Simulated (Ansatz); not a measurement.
`BBC` + `[AlH2][SiH2][SiH2][GaH2]` → `CB[SiH2][SiH2][AlH2]` + `[BH2][GaH2]`  (redistribution)

Calculated with Ansatz (gas phase, PBE0-D4/def2-TZVP geometries, no zero-point term in ΔE). CCSD(T)/CBS is the MP2 limit (def2-TZVPP, def2-QZVPP) plus CCSD(T) − MP2 in def2-TZVPP, frozen cores. DFT in def2-TZVPP. B3LYP here is the variant with VWN-RPA as its local correlation; programs differ in this. HSE06 is defined as in plane-wave codes. For Ga outer-core shells are correlated without core-valence functions, which leaves a few kJ/mol of doubt a bond. Scalar relativity is left out up to krypton. One conformer a species, not always the lowest.

`BBC`:

Z-matrix (Å, degrees):
```
C
B 1 1.564
H 1 1.091 2 116.3
H 1 1.100 2 106.4 3 120.0
H 1 1.095 2 111.4 3 -126.3
B 2 1.639 1 128.0 3 -9.5
H 2 1.210 1 116.2 3 172.3
H 6 1.201 2 122.0 1 93.1
H 6 1.201 2 122.4 1 -89.2
```

`[AlH2][SiH2][SiH2][GaH2]`:

```xyz
12

Al   -2.704   -0.527    1.147
Si   -0.854   -0.689   -0.433
Si    0.865    0.678    0.420
Ga    2.685    0.534   -1.134
H    -3.791    0.619    0.985
H    -2.757   -1.493    2.406
H    -1.180   -0.192   -1.802
H    -0.297   -2.066   -0.575
H     1.207    0.182    1.785
H     0.319    2.059    0.567
H     3.757   -0.608   -0.997
H     2.750    1.503   -2.369
```

`CB[SiH2][SiH2][AlH2]`:

Cartesian coordinates in Å:
```
C -0.380 1.299 -1.155
B -0.354 1.647 0.369
Si -0.774 0.195 1.683
Si 0.810 -1.435 1.077
Al 0.688 -1.485 -1.371
H -0.880 0.354 -1.423
H 0.665 1.280 -1.504
H -0.844 2.082 -1.764
H 0.028 2.739 0.680
H -0.777 0.549 3.128
H -2.100 -0.394 1.323
H 0.461 -2.736 1.720
H 2.151 -1.021 1.584
H -0.575 -2.139 -2.080
H 1.881 -0.935 -2.266
```

`[BH2][GaH2]`:

Cartesian coordinates in Å:
```
B 0.442 -0.991 0.179
Ga -0.389 0.869 -0.158
H 0.347 -1.550 1.234
H 1.052 -1.580 -0.668
H -1.856 1.049 -0.704
H 0.403 2.203 0.117
```

```tsv
level	ΔE (kJ/mol)	difference from CCSD(T)/CBS
LDA (SPW92)	39.1	-1.9
PBE-D4	47.6	6.6
BLYP-D4	50.9	9.9
r2SCAN-D4	47.9	6.9
B97M-V	53.8	12.8
B3LYP-D4	50.6	9.6
r2SCANh-D4	47.7	6.7
r2SCAN0-D4	47.2	6.2
BHLYP-D4	50.8	9.8
CAM-B3LYP-D4	48.4	7.4
ωB97X-V	43.0	2.0
ωB97M-V	42.0	1.0
B2PLYP	52.7	11.7
PBE-QIDH	46.1	5.1
PBE	53.1	12.1
BLYP	62.8	21.8
r2SCAN	49.4	8.4
PBE0	51.8	10.8
B3LYP	59.5	18.5
r2SCANh	49.2	8.2
r2SCAN0	49.0	8.0
HSE06	52.3	11.3
BHLYP	56.8	15.8
CAM-B3LYP	53.3	12.3
LC-ωPBE	45.5	4.5
RPA@PBE/def2-TZVPP	38.7	-2.3
HF/def2-SVP	61.6	20.6
MP2/def2-SVP	46.1	5.1
CCSD/def2-SVP	46.8	5.8
CCSD(T)/def2-SVP	44.5	3.5
HF/def2-TZVPP	61.1	20.1
MP2/def2-TZVPP	43.0	2.0
SCS-MP2/def2-TZVPP	45.1	4.1
CCSD/def2-TZVPP	44.5	3.5
CCSD(T)/def2-TZVPP	41.8	0.8
HF/def2-QZVPP	61.1	20.1
MP2/def2-QZVPP	42.5	1.5
HF/CBS(def2)	61.1	20.1
MP2/CBS(def2)	42.2	1.2
CCSD/CBS(def2)	43.7	2.7
CCSD(T)/CBS	41.0	0
```

What do rigid-rotor, harmonic-oscillator terms from PBE0-D4/def2-TZVP frequencies (298.15 K, 1 bar) make of the CCSD(T)/CBS value? (Best estimate.)

Computed: ΔZPE = +1.0 kJ/mol, ΔH = +39.7 kJ/mol, ΔS = -43 J/(mol·K), ΔG = +52.4 kJ/mol. Modes under 50 cm⁻¹ make the entropy rough.

Largest T1 diagnostic among the species: 0.014.

Leaving LDA and LC-ωPBE aside and taking each functional with its dispersion term where it has one, the values spread over 11.8 kJ/mol, from ωB97M-V to B97M-V. LDA lies −14.1 kJ/mol from PBE without D4. In def2-TZVPP, CCSD(T) changes the Hartree–Fock value by −19.3 kJ/mol (the triples alone add −2.7 kJ/mol) and MP2 by −18.1 kJ/mol.
